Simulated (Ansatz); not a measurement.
`c1ccc2c(c1)-c1ccc3ccccc3c1-2` with charge +1. The state is a doublet with charge 1. Geometry PBE-D4/def2-SVP, that of the neutral singlet; atoms count from 1.

```xyz
26

C     0.685    4.067   -1.114
C     1.147    3.852    0.186
C     1.046    2.576    0.823
C     0.466    1.574    0.071
C    -0.009    1.794   -1.266
C     0.084    3.023   -1.887
C    -0.443    0.345   -1.339
C    -1.031   -0.670   -2.101
C    -1.132   -1.928   -1.484
C    -0.670   -2.175   -0.159
C    -0.786   -3.466    0.444
C    -0.333   -3.698    1.732
C     0.263   -2.649    2.493
C     0.400   -1.383    1.953
C    -0.057   -1.109    0.628
C     0.027    0.132   -0.022
H     0.785    5.069   -1.560
H     1.602    4.689    0.738
H     1.416    2.427    1.848
H    -0.272    3.214   -2.910
H    -1.398   -0.512   -3.126
H    -1.587   -2.768   -2.033
H    -1.247   -4.279   -0.139
H    -0.432   -4.700    2.177
H     0.617   -2.856    3.514
H     0.859   -0.568    2.534
```

Problem. Estimate the Mulliken populations from the PBE0/def2-SVP orbitals of Ansatz.

Solution. 
| atom | charge (e) | spin (α − β) |
| --- | --- | --- |
| C1 | 0.01 | 0.12 |
| C2 | 0.00 | 0.10 |
| C3 | -0.04 | -0.02 |
| C4 | 0.06 | 0.09 |
| C5 | 0.08 | 0.11 |
| C6 | -0.04 | -0.04 |
| C7 | 0.09 | 0.17 |
| C8 | -0.04 | -0.12 |
| C9 | 0.03 | 0.25 |
| C10 | 0.00 | -0.03 |
| C11 | 0.00 | 0.06 |
| C12 | 0.02 | 0.08 |
| C13 | 0.00 | -0.03 |
| C14 | 0.03 | 0.15 |
| C15 | -0.03 | -0.08 |
| C16 | 0.08 | 0.22 |
| H17 | 0.09 | -0.01 |
| H18 | 0.09 | -0.01 |
| H19 | 0.07 | 0.00 |
| H20 | 0.07 | 0.00 |
| H21 | 0.07 | 0.00 |
| H22 | 0.08 | -0.01 |
| H23 | 0.07 | 0.00 |
| H24 | 0.08 | 0.00 |
| H25 | 0.08 | 0.00 |
| H26 | 0.05 | -0.01 |
Mulliken values depend strongly on the basis.

Problem. Where does the spin sit?

Solution. Summed by element: C 1.03, H -0.03, of 1 unpaired in all. Largest on single atoms: C9 0.25, C16 0.22, C7 0.17.

Problem. And the Mayer bond orders between heavy atoms (over 0.3)?

Solution. C1–C2 1.39 (1.40 Å); C1–C6 1.32 (1.43 Å); C2–C3 1.33 (1.43 Å); C3–C4 1.44 (1.38 Å); C4–C5 1.15 (1.44 Å); C4–C16 1.01 (1.51 Å); C5–C6 1.45 (1.38 Å); C5–C7 0.98 (1.51 Å); C7–C8 1.37 (1.40 Å); C7–C16 1.21 (1.41 Å); C8–C9 1.37 (1.41 Å); C9–C10 1.25 (1.42 Å); C10–C11 1.29 (1.43 Å); C10–C15 1.18 (1.46 Å); C11–C12 1.44 (1.38 Å); C12–C13 1.30 (1.43 Å); C13–C14 1.45 (1.38 Å); C14–C15 1.26 (1.43 Å); C15–C16 1.33 (1.40 Å).
